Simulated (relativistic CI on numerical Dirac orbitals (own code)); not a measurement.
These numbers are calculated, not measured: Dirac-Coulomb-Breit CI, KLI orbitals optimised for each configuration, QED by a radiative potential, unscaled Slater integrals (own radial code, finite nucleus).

The strongest absorption lines from the ground level of an ion, among the configurations computed and to levels below about 258 eV (vacuum wavelength in nm, gf): 7.8167 (0.28), 7.9348 (1.5), 8.1336 (0.34), 8.2084 (1.1), 8.3937 (0.79), 8.4359 (0.23), 8.6442 (0.51), 8.9554 (0.8).

(1) Which ion is it?
A. Mo XIX
B. Kr XIII
C. Sr XV
D. Zr XVII

Results:

(1) D. Zr XVII has 24 electrons and the ground level 3s²3p⁶3d⁶ ⁵D4; the strongest line goes to 3s²3p⁵3d⁷ ⁵D°4. The pattern of lines fixes the number of electrons, and along that sequence the line energies rise steadily with the charge (about as its square where n changes within one kind of shell, about linearly where n is kept but much faster in heavy ions where fine structure, which grows about as Z⁴, sets the gap, and irregularly where shells cross), which fixes Z. Configurations outside the model, such as inner-shell arrays, can give stronger lines. At this charge energies of transitions that change n are usually good to better than 1 %, and those within a shell (Δn = 0) to a few per cent. Terms inside the open d or f shell come out 10 to 20 % too wide with unscaled integrals.

LS names give the leading component of a level, which can be under half, so a name can repeat, a term be missing and a line seem to break the LS rules.
